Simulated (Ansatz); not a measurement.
Consider the ligand exchange at the Si–S bond: `F[Si](F)(Cl)S[SiH2]Cl` + HCl → `F[Si](F)(Cl)Cl` + `S[SiH2]Cl`.

Calculated with Ansatz (gas phase, PBE0-D4/def2-TZVP geometries, no zero-point term in ΔE). CCSD(T)/CBS is the MP2 limit (def2-TZVPP, def2-QZVPP) plus CCSD(T) − MP2 in def2-TZVPP, frozen cores. This one scheme is used for every species. Functionals use def2-TZVPP. B3LYP here is the variant with VWN-RPA as its local correlation; programs differ in this. Each species was taken in one conformer, which may not be the lowest.

`F[Si](F)(Cl)S[SiH2]Cl`:

```xyz
9

F    -1.702   -0.670    2.407
Si   -0.891    0.125    1.316
F     0.606    0.228    1.804
Cl   -1.645    1.990    1.214
S    -1.024   -0.946   -0.484
Si    0.847   -0.409   -1.377
Cl    1.013    1.610   -1.649
H     1.979   -0.849   -0.540
H     0.817   -1.080   -2.692
```

HCl:

```xyz
2

Cl   -0.355    0.303   -0.437
H     0.355   -0.303    0.437
```

`F[Si](F)(Cl)Cl`:

Cartesian coordinates in Å:
```
F -1.409 0.763 0.233
Si -0.058 0.014 -0.053
F -0.055 -0.402 -1.567
Cl 1.478 1.259 0.296
Cl 0.044 -1.633 1.090
```

`S[SiH2]Cl`:

```xyz
6

S     1.331   -0.890   -0.586
Si   -0.144    0.265    0.407
Cl   -1.983   -0.648    0.449
H     0.795   -0.710   -1.806
H    -0.338    1.571   -0.259
H     0.339    0.412    1.796
```

Task: Is it downhill or uphill in electronic energy at CCSD(T)/CBS, and by how much? (Estimate.)

Result: Computed: Downhill: ΔE = -0.33 eV.

Task: What do these levels give: PBE-D4, B3LYP-D4, ωB97X-V, ωB97M-V, B2PLYP, PBE, B3LYP, HF/def2-QZVPP, MP2/def2-QZVPP, SCS-MP2/def2-QZVPP, HF/CBS(def2), CCSD/CBS(def2)? (An estimate is asked.)

Result: The calculation gave: PBE-D4 -0.27, B3LYP-D4 -0.30, ωB97X-V -0.35, ωB97M-V -0.35, B2PLYP -0.41, PBE -0.37, B3LYP -0.46, HF/def2-QZVPP -0.54, MP2/def2-QZVPP -0.32, SCS-MP2/def2-QZVPP -0.37, HF/CBS(def2) -0.54, CCSD/CBS(def2) -0.37 eV.

Largest T1 diagnostic among the species: 0.011.

In def2-TZVPP, CCSD(T) changes the Hartree–Fock value by +0.18 eV (the triples alone add +0.03 eV) and MP2 by +0.20 eV. The D4 term adds +0.16 eV with B3LYP and +0.09 eV with PBE0; it sums over pairs of atoms, weighted by their polarisabilities, and B3LYP, whose exchange is more repulsive, gets the larger term.
